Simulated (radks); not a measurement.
Question: The table gives one normalised radial function P(r) = r R(r) (large component) of Sb3+ in [Kr] 4d10 5s2 (r in bohr). Method: Dirac Kohn-Sham, PBE, spin-unpolarised, spherical densities, point nucleus; computed with a radial shooting solver on a logarithmic mesh with Libxc functionals.

r           P
0.001973   0.0000
0.002611   0.0000
0.003454   0.0001
0.00457    0.0001
0.006047   0.0003
0.007938   0.0007
0.0105     0.0016
0.0139     0.0035
0.01839    0.0074
0.02433    0.0155
0.03219    0.0314
0.04259    0.0613
0.0559     0.1119
0.07397    0.1952
0.09787    0.3133
0.1295     0.4503
0.1713     0.5566
0.2267     0.5474
0.2999     0.3369
0.3937    -0.0733
0.5209    -0.5894
0.6893    -0.9810
0.912     -1.0667
1.207     -0.8606
1.597     -0.5314
2.112     -0.2463
2.773     -0.0830
3.669     -0.0173
4.854     -0.0019
6.423     -0.0001

Which n and l does it have? It may be an empty orbital.

Answer: n = 4, l = 2: the number of nodes gives n - l - 1 = 1, the rise at small r points to l (this Dirac orbital starts as r^gamma with gamma = sqrt((l + 1)^2 - (Z/c)^2) = 2.98; the j = 5/2 orbital of l + 1 starts with the same power, but with a smaller coefficient, and then steepens), and the extent must fit the shell. The curve is that of 4d5/2; the two j differ most near the nucleus, where j = l - 1/2 has the larger amplitude, and in heavy atoms j = l - 1/2 is also the more compact. 4d5/2: eigenvalue -62.250 eV, 1 radial node at r = 0.378 bohr, <r> = 1.03 bohr, 90 % of the charge inside 1.58 bohr.
